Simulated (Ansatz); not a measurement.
System: sum formula ZrOCl, charge 0, multiplicity 2. The spin state was set by rule; other spins were not relaxed. 
Structure (B3LYP-D3(BJ)/def2-TZVP (Ansatz, a first-principles code) minimum search):
```
Zr
O 1 1.7353
Cl 1 2.3693 2 109.90
```
Charge 0, spin multiplicity 2.

Basis-set convergence of Hartree-Fock and CCSD(T) correlation energies (hartree) with Ansatz. Valence correlation only, unless marked. UHF or UKS for open shells. Spin-orbit coupling is left out. The frozen core is the preceding noble-gas configuration, with the filled d and f shells of earlier blocks. Past Kr the def2 sets carry scalar-relativistic core potentials.

```
basis        functions       E(HF)  E(corr, CCSD(T))
-----------  ---------  ----------  ----------------
def2-SVPD           84  -580.77165          -0.46484
def2-TZVPPD        147           ?                 ?
```

Task: Some entries are withheld; supply them.

Result: 
- def2-TZVPPD, E(HF): -581.02722
- def2-TZVPPD, E(corr, CCSD(T)): -0.57338
